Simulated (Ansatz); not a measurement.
`B[Si](C)(C)C` → `BC` + `C[Si]C` at 400 K and 1 bar (silylene formation by 1,1-elimination).

Gas-phase electronic energies from Ansatz, PBE0-D4/def2-TZVP geometries. CCSD(T)/CBS adds triple-zeta CCSD(T) − MP2 to the extrapolated MP2 energy (def2 sets, frozen cores). This one scheme is used for every species.

| species | CCSD(T)/CBS energy (Eh) | H − E (kJ/mol) | S (J/(mol·K)) |
| --- | --- | --- | --- |
| `B[Si](C)(C)C` | -434.65287 | 386.7 | 435.8 |
| `BC` | -65.83255 | 164.9 | 265.6 |
| `C[Si]C` | -368.74530 | 212.5 | 323.0 |

H − E and S are ideal-gas, rigid-rotor, harmonic terms from PBE0-D4/def2-TZVP, for one conformer and one mirror image of each species. 1 Eh = 2625.50 kJ/mol, R = 8.31446 J/(mol·K).

Question: By hand: ΔE, ΔH, ΔS and ΔG.

Answer: ΔE = (-65.83255) + (-368.74530) − (-434.65287) = 0.07502 Eh = 197.0 kJ/mol. Δ(H − E) = 164.9 + 212.5 − 386.7 = -9.3, so ΔH = 187.7 kJ/mol. ΔS = 265.6 + 323.0 − 435.8 = 152.8 J/(mol·K). ΔG = 187.7 − 400 × (152.8)/1000 = 126.6 kJ/mol.

Question: By hand: the equilibrium constant, and the temperature at which ΔG would vanish if ΔH and ΔS stayed fixed.

Answer: log₁₀ K = −ΔG/(RT ln 10) = -16.5. ΔG = 0 at ΔH/ΔS = 1228 K.

The number of gas molecules changes by +1, which sets the sign of ΔS. A doubt of 5 kJ/mol in ΔE shifts log₁₀ K by 0.7 here. Other conformers and mirror images would add mixing entropy, several J/(mol·K) or more a flexible species. These are equilibria of isolated gas molecules and say nothing of rates. Largest T1 diagnostic: 0.012 (customary marks: 0.02 for closed shells, 0.045 for open ones).
